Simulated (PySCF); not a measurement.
C₃H₁₄Si₃, SMILES [SiH3]CC([SiH3])C[SiH3].

Coordinates come from a B3LYP-D3(BJ)/def2-SVP optimisation. The values are those of a single conformer.

These are TDA-LC-ωPBE/def2-SVPD (PySCF) values and carry that method's errors.

Vertical excitations. Isolated molecule, no solvent.

Computed excitation energies, oscillator strengths and character:
```tsv
state	energy (eV)	λ (nm)	f	main pairs
S1	7.89	157	0.005	HOMO→LUMO 63 %, HOMO→LUMO+3 12 %
S2	8.37	148	0.100	HOMO→LUMO+2 33 %, HOMO→LUMO+4 22 %, HOMO→LUMO+3 9 %, HOMO→LUMO+6 6 %
S3	8.55	145	0.050	HOMO→LUMO+4 24 %, HOMO→LUMO+5 18 %, HOMO→LUMO+6 16 %, HOMO→LUMO+3 10 %
S4	8.64	143	0.028	HOMO→LUMO+5 24 %, HOMO→LUMO+3 15 %, HOMO→LUMO 13 %, HOMO→LUMO+2 5 %
S5	8.79	141	0.076	HOMO−1→LUMO 48 %, HOMO−1→LUMO+3 15 %
S6	8.93	139	0.013	HOMO→LUMO+1 16 %, HOMO→LUMO+11 11 %, HOMO→LUMO+9 6 %
T1	7.36	169	0	HOMO→LUMO 38 %, HOMO→LUMO+3 23 %, HOMO→LUMO+1 15 %
T2	7.79	159	0	HOMO→LUMO+4 35 %, HOMO→LUMO+2 23 %
```
Triplets are in the Tamm–Dancoff approximation.
